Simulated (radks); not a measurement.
Question: These are the eigenvalues of the occupied orbitals of an atom or ion with whole-number occupations (eV). All-electron calculation, scalar-relativistic Kohn-Sham, PBEsol, spin-polarised, spherical densities, point nucleus. Program: a radial shooting solver on a logarithmic mesh with Libxc functionals.

1s up: -13332.41
1s down: -13332.18
2s up: -1755.923
2s down: -1755.791
2p up: -1552.034
2p down: -1551.816
3s up: -261.6498
3s down: -261.3601
3p up: -197.2870
3p down: -196.9541
3d up: -90.7486
3d down: -90.3037
4s up: -43.0544
4s down: -39.8071
4p up: -29.4255

Which element is it, and in what charge state? The configuration may be excited. Open shells, if any, are filled with parallel spins first.

Answer: Z = 35, bromine, charge +2: Br2+ in [Ar] 3d10 4s2 4p3. The list shows which subshells hold electrons but not how many an open one holds; the 1s level, -489.96 hartree, gives Z - s = 31.3 by -(Z - s)^2/2, which with screening and relativity narrows Z to a few neighbours, and the depths of the outer levels then fix element, charge and occupations together.
